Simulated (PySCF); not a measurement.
Atomic charges by several schemes

C4H11BS.
Atom-mapped SMILES: `[CH3:1][B:2]([CH3:3])[CH2:4][CH2:5][SH:6]` (hydrogens: H7, H8, H9 on C1; H10, H11, H12 on C3; H13, H14 on C4; H15, H16 on C5; H17 on S6)

Geometry (PBE0-D3(BJ)/def2-SVP, Å), atoms numbered from 1 in this order:
```xyz
17
C4H11BS angstrom
C     -1.2357    1.7687    0.2018
B     -0.5912    0.3347    0.1762
C     -1.4835   -0.9260   -0.1244
C      0.9513    0.1866    0.4841
C      1.5819   -1.1900    0.3912
S      3.3206   -1.2839    0.9329
H     -0.5523    2.5923    0.4562
H     -1.6855    1.9804   -0.7853
H     -2.0855    1.7842    0.9073
H     -1.4781   -1.5894    0.7603
H     -1.0467   -1.5349   -0.9351
H     -2.5311   -0.7049   -0.3755
H      1.4901    0.9039   -0.1656
H      1.1070    0.6044    1.4988
H      1.5024   -1.6020   -0.6269
H      1.0661   -1.9049    1.0515
H      3.8098   -0.4062    0.0303
```

Density: PBE0/pcSseg-1 (PySCF); schemes: Mulliken, IAO, Hirshfeld and ESP-fitted. One conformer (not necessarily the lowest) at the PBE0-D3(BJ)/def2-SVP geometry, without solvent, vibrations or thermal averaging.

**Question.** Which atoms carry the highest charge in the Mulliken, IAO, Hirshfeld and ESP-fitted schemes?

**Answer.** All schemes agree: Mulliken B2 (+0.463); IAO B2 (+0.345); Hirshfeld B2 (+0.212); ESP-fitted B2 (+0.750).

**Question.** For which atoms does the sign change between the 4 schemes (beyond +0.03 e in one, beyond −0.03 e in another)?

**Answer.** For none.

**Question.** What partial charge does each atom carry?

**Answer.** In e:

```tsv
atom	environment	Mulliken	IAO	Hirshfeld	ESP-fitted
C1	sp3 carbon bound to boron	-0.523	-0.565	-0.192	-0.791
B2	three-coordinate boron	+0.463	+0.345	+0.212	+0.750
C3	sp3 carbon bound to boron	-0.528	-0.567	-0.192	-0.765
C4	sp3 carbon bound to boron	-0.454	-0.402	-0.145	-0.163
C5	sp3 carbon bound to sulfur	-0.355	-0.318	-0.069	-0.153
S6	thiol sulfur	-0.126	-0.081	-0.077	-0.357
H7	methyl hydrogen	+0.121	+0.137	+0.036	+0.150
H8	methyl hydrogen	+0.137	+0.159	+0.046	+0.171
H9	methyl hydrogen	+0.136	+0.158	+0.046	+0.179
H10	methyl hydrogen	+0.137	+0.159	+0.047	+0.142
H11	methyl hydrogen	+0.134	+0.154	+0.044	+0.153
H12	methyl hydrogen	+0.129	+0.141	+0.037	+0.175
H13	methylene hydrogen	+0.138	+0.147	+0.040	+0.040
H14	methylene hydrogen	+0.153	+0.161	+0.042	+0.024
H15	methylene hydrogen	+0.155	+0.141	+0.037	+0.062
H16	methylene hydrogen	+0.157	+0.149	+0.043	+0.172
H17	S–H hydrogen	+0.127	+0.082	+0.046	+0.210
```

Mean size of the charges over all atoms: ESP-fitted 0.262 e, Mulliken 0.234 e, IAO 0.227 e, Hirshfeld 0.080 e. Each set sums to the total charge, 0, to within 0.001 e. The Mulliken scheme gives each basis function's population to the atom it is centred on and halves the overlap population of two atoms between them. The Hirshfeld scheme divides the density at each point in proportion to the densities of the neutral, spherically averaged free atoms.

**Question.** How many electrons does the Hirshfeld scheme count on C3?

**Answer.** Z − q = 6 − (-0.192) = 6.192.

**Question.** Sum the charges by element, for elements with more than one atom.

**Answer.** 
```json
{"element": "C", "atoms": "4", "Mulliken": "-1.860", "IAO": "-1.853", "Hirshfeld": "-0.599", "ESP-fitted": "-1.872"}
{"element": "H", "atoms": "11", "Mulliken": "+1.522", "IAO": "+1.589", "Hirshfeld": "+0.464", "ESP-fitted": "+1.479"}
```

**Question.** How closely do the schemes follow one another over all atoms?

**Answer.** Correlation coefficient and root-mean-square difference: Mulliken with IAO 0.99, 0.041 e; Mulliken with Hirshfeld 0.98, 0.183 e; IAO with Hirshfeld 0.96, 0.179 e; Hirshfeld with ESP-fitted 0.96, 0.265 e; Mulliken with ESP-fitted 0.90, 0.160 e; IAO with ESP-fitted 0.90, 0.166 e.
